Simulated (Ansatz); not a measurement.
Basis-set extrapolation for `CN([SiH2])[SiH3]` radical (PBE0-D4/def2-TZVP geometry, frozen core, the Gaussian-basis code of Ansatz). Multiplicity 2, UHF reference.

```tsv
	def2-TZVPP	def2-QZVPP
HF	-674.892812	-674.916248
MP2 correlation	-0.621852	-0.664716
CCSD(T) correlation	-0.702984	not run
```

Energies in hartree. Use E(X) = E(∞) + A·exp(−7.88·√X) for Hartree–Fock and E(X) = E(∞) + B·X^(−2.97) for correlation, with X = 3 and 4, and add CCSD(T) minus MP2 of the smaller set to the MP2 limit.

Problem. What is the CCSD(T) energy at the basis-set limit?

Solution. HF limit: -674.916248 + (-0.023436) × 0.13774 = -674.91948. MP2 limit: -0.664716 + (-0.042864) × 0.74074 = -0.69647. Higher-order term: -0.702984 − (-0.621852) = -0.08113. Total: -675.69708 hartree, 265.9 kJ/mol below CCSD(T)/def2-TZVPP.
